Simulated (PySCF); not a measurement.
# Level sweep

Species: selenium dioxide, SeO2.
Numbering: `[O:1]=[Se:2]=[O:3]`

PySCF, dipoles from the SCF density, polarisabilities from static response with core orbitals frozen. Isolated species at its PBE0-D3(BJ)/def2-SVP geometry, gas phase. Relativistic effects, spin–orbit coupling among them, are left out although an element past zinc is present.

Reference dipole: 2.620 D (measured, gas; NIST CCCBDB Release 22 (SRD 101), experimental dipoles). The anisotropy is √(½[(α1 − α2)² + (α2 − α3)² + (α3 − α1)²]).

| level | μ (D) | error (%) | α (Å³) | anisotropy (Å³) |
| --- | --- | --- | --- | --- |
| LDA/def2-SVPD | 2.596 | -0.9 | 4.78 | 2.53 |
| PBE/def2-SVPD | 2.565 | -2.1 | 4.81 | 2.53 |
| B3LYP/def2-SVPD | 2.801 | +6.9 | 4.69 | 2.53 |
| PBE0/def2-SVPD | 2.774 | +5.9 | 4.64 | 2.47 |
| BHandHLYP/def2-SVPD | 3.037 | +15.9 | 4.54 | 2.50 |
| CAM-B3LYP/def2-SVPD | 2.918 | +11.4 | 4.65 | 2.54 |
| wB97X-D/def2-SVPD | 2.866 | +9.4 | 4.66 | 2.47 |
| LC-wPBE/def2-SVPD | 2.921 | +11.5 | 4.58 | 2.49 |
| HF/def2-SVPD | 3.327 | +27.0 | 4.40 | 2.43 |
| PBE0/6-31G* | 2.659 | +1.5 | 3.55 | 2.46 |
| PBE0/def2-SVP | 2.741 | +4.6 | 3.42 | 2.43 |
| PBE0/aug-cc-pVDZ | 2.700 | +3.0 | 4.58 | 2.63 |
| PBE0/def2-TZVP | 2.742 | +4.7 | 4.08 | 2.65 |
| PBE0/def2-TZVPD | 2.721 | +3.9 | 4.71 | 2.53 |
| PBE0/aug-cc-pVTZ | 2.727 | +4.1 | 4.68 | 2.56 |

For the dipole, the smallest error is 0.9% (LDA/def2-SVPD) and the largest 27.0% (HF/def2-SVPD). The dipole runs from 2.56 D (PBE/def2-SVPD) to 3.33 D (HF/def2-SVPD). No reference polarisability is at hand; against PBE0 in the largest diffuse basis at hand (aug-cc-pVTZ) the other PBE0 rows deviate by 6-31G* -24%, def2-SVP -27%, aug-cc-pVDZ -2%, def2-SVPD -1%, def2-TZVP -13%, def2-TZVPD +1%. In one basis (def2-SVPD) the functionals order the polarisability from HF (lowest) to PBE (highest), a spread of 9%. With PBE0 the polarisability is 3.68 Å³ without diffuse functions (mean of 6-31G*, def2-SVP and def2-TZVP) and 4.65 Å³ with them (mean of aug-cc-pVDZ, def2-SVPD, def2-TZVPD and aug-cc-pVTZ). Measured values can belong to vibrating molecules; the computed ones are for one fixed geometry.
